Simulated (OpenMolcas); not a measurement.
Levels of Ne6+ by method

* Program: OpenMolcas
* Basis: ANO-RCC-VTZP [4s3p2d1f]
* Scalar Hamiltonian: DKH2, point nucleus
* Active space: 2 electrons in 4 orbitals (2s 2p)
* State averaging: 2S+1 = 3 even, 3 roots; 2S+1 = 1 even, 7 roots (6 in the spin-orbit step); 2S+1 = 3 odd, 3 roots; 2S+1 = 1 odd, 3 roots
* Spin-orbit coupling: RASSI with atomic mean-field integrals over the reference wave functions, term energies averaged over their components

Methods on the same reference wave functions:
A. CASSCF
B. SS-CASPT2, IPEA 0.25 Eh, imaginary shift 0.1 Eh (closed shells correlated: 1s)
C. XMS-CASPT2, IPEA 0.25 Eh, imaginary shift 0.1 Eh (closed shells correlated: 1s)

Energies in cm-1 above 2s2 1S0, the measured ground level; measured values from NIST levels in Podobedova, Fuhr, Reader and Wiese, J. Phys. Chem. Ref. Data 33, 525 (2004).

| Level | A | B | C | Measured |
| --- | --- | --- | --- | --- |
| 2s2 1S0 | 0.0 | 0.0 | 0.0 | 0.0 |
| 2s 2p 3P* 0 | 112413 | 111540 | 111590 |  |
| 2s 2p 3P* 1 | 112904 | 112030 | 112080 |  |
| 2s 2p 3P* 2 | 113897 | 113020 | 113070 |  |
| 2s 2p 1P* 1 | 227049 | 217030 | 216630 | 214952 |
| 2p2 3P0 | 292458 | 290510 | 290560 |  |
| 2p2 3P1 | 292945 | 291000 | 291050 |  |
| 2p2 3P2 | 293907 | 291960 | 292010 |  |

Between B and C the level of the table that moves most is 2s 2p 1P* 1, by 400 cm-1 (lowest in C, highest in B). Moves below CASPT2's spread within the term are not significant.

The lowest spin-free term lies below A's lowest term by 0.009 hartree in B, 0.010 hartree in C.

Levels of configurations outside the active space are missing. The table leaves out levels that lie high or whose names do not pair safely across all columns.

* marks odd parity.
